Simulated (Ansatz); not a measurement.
bromine (Br₂), SMILES BrBr.

The structure is a stationary point at B3LYP-D3(BJ)/def2-TZVP.

Two levels are set side by side: PBE/def2-TZVPD (Ansatz, a program for electronic structure) and PBE0/def2-TZVPD (Ansatz). Energy differences of separate SCF runs at the same geometry; the states with an electron removed or added have multiplicity 2 and 2. Differences are taken from unrounded values.

| quantity | PBE0 | PBE | PBE minus PBE0 |
|---|---|---|---|
| vertical ionisation energy (eV) | 10.63 | 10.35 | -0.28 |
| vertical electron affinity (eV) | 1.65 | 1.59 | -0.06 |
| vertical singlet–triplet gap (eV) | 2.10 | 1.99 | -0.11 |
